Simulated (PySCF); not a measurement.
## Hg2H4: from a saddle point downhill

PySCF 2.14.0, RKS B3LYP, Hg def2-SVP with ECP60, H def2-SVP; non-relativistic Hamiltonian with scalar-relativistic core potentials where named; density fitting; no spin-orbit coupling. Relaxed within the symmetry of its start, the geometry (D2h) is

```xyz
6

Hg    0.0000    0.0000    1.4448
Hg    0.0000    0.0000   -1.4448
H     1.3420    0.0000    0.0000
H    -1.3420    0.0000    0.0000
H     0.0000    0.0000    3.0871
H     0.0000    0.0000   -3.0871
```

and its lowest harmonic modes are -534, 110, 273, 386, 494, 644 cm⁻¹ (negative: unstable). It was moved along the lowest mode and relaxed again, within the group C2h that the move left.

(1) Where does it end, and how much lower?

(2) How do the contacts change?

(3) Is the end a minimum?

State: singlet.

Results:

(1) In C2h, 1.253 eV lower, after 23 steps:
```xyz
6

Hg   -0.6485    0.0000    1.9732
Hg    0.6485    0.0000   -1.9732
H     1.6048    0.0000   -0.6060
H    -1.6048    0.0000    0.6060
H     0.2926    0.0000    3.3429
H    -0.2926    0.0000   -3.3429
```

(2) 
```json
{"contact": "Hg1–H3 (H)", "saddle (Å)": "1.972", "end (Å)": "3.425"}
{"contact": "Hg1–H4 (H)", "saddle (Å)": "1.972", "end (Å)": "1.668"}
{"contact": "Hg1–H5 (H)", "saddle (Å)": "1.642", "end (Å)": "1.662"}
{"contact": "Hg2–H6 (H)", "saddle (Å)": "1.642", "end (Å)": "1.662"}
{"contact": "Hg2–H3 (H)", "saddle (Å)": "1.972", "end (Å)": "1.668"}
```


(3) No, 2 of the modes stay unstable (below −25 cm⁻¹); lowest modes -119, -108, 14, 144, 778, 778 cm⁻¹.
